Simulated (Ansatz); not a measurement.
BHSBr (SMILES S[B]Br): name the method

BHSBr: 4 atoms, total charge 0, spin state doublet. SMILES: `S[B]Br`. The shape is that of a PBE0-D4/def2-TZVP optimisation.

```xyz
4

S    -0.7020    0.2646   -0.8085
B     0.4662   -0.1030    0.4572
Br    0.5666   -1.7386    1.3835
H    -0.2753    1.5168   -1.0525
```

Orbital energies are those of the mean-field step.

A calculation with Ansatz 0.2.0 gave:

The total energy is -26.4169 Eh and the HOMO energy is -9.50 eV. The LUMO energy is 1.49 eV and the ⟨S²⟩ is 0.758.

Q: Which of these levels gave the numbers?
A. CCSD/pc-1
B. HF/3-21G
C. CCSDT/ANO-RCC-MB
D. CCSDT/SBKJC-VDZ (core potential)

A: D. The others give -2980.7133 Eh (HF/3-21G), -2972.8876 Eh (CCSDT/ANO-RCC-MB), -2995.4323 Eh (CCSD/pc-1).
